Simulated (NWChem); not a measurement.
GeHSF₃; SMILES [F][Ge]([F])([SH])[F]

```xyz
6

F      0.5991     0.9684    -1.4301
Ge    -0.0145     0.2533     0.0014
F      0.9397     0.9237     1.2574
F     -1.6105     0.8350     0.2001
S     -0.0143    -1.9184    -0.0157
H      1.3384    -1.9539    -0.0406
```
Atoms are numbered in this order, from 1.

Results from NWChem. Coordinates come from a PBE0/def2-SVP optimisation. Ions are spin-unrestricted doublets at the neutral geometry; other ion states weren't tried.

For level PBE/def2-SVP:

```
Quantity                               Value
-------------------------------------  -----
vertical ionisation energy, ΔSCF (eV)  11.09
−ε(HOMO) (eV)                           7.37
```

Estimate the same quantities for level B3LYP/def2-SVP.

vertical ionisation energy, ΔSCF (eV): 11.35
−ε(HOMO) (eV): 8.46
